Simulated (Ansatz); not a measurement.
Two isomers of C3H5FGe: A = `FC#C[CH2][GeH3]`, B = `FC1=C[CH]1[GeH3]`.

Computed with Ansatz on PBE0-D4/def2-TZVP structures; ΔE is electronic, products minus reactants. CCSD(T)/CBS is the MP2 limit (def2-TZVPP, def2-QZVPP) plus CCSD(T) − MP2 in def2-TZVPP, frozen cores. Functionals use def2-TZVPP. B3LYP here is the variant with VWN-RPA as its local correlation; programs differ in this. For Ge outer-core shells are correlated without core-valence functions, which leaves a few kJ/mol of doubt a bond. Scalar relativity is left out up to krypton.

Q: Which isomer does CCSD(T)/CBS put lower? Give the gap. (An estimate is asked.)

A: Computed: A, by 12.3 kcal/mol.

Q: Give E(B) − E(A) in kcal/mol with CCSD(T)/def2-TZVPP, PBE-D4, B3LYP-D4, B2PLYP, MP2/def2-TZVPP, B3LYP, CCSD/def2-TZVPP. (Estimate.)

A: The calculation gave: CCSD(T)/def2-TZVPP 12.5, PBE-D4 8.6, B3LYP-D4 12.8, B2PLYP 13.6, MP2/def2-TZVPP 12.6, B3LYP 13.2, CCSD/def2-TZVPP 13.2. None reverses the order clearly.

Largest T1 diagnostic: 0.012.

In def2-TZVPP, CCSD(T) changes the Hartree–Fock value by −4.6 kcal/mol (the triples alone add −0.8 kcal/mol) and MP2 by −4.4 kcal/mol.
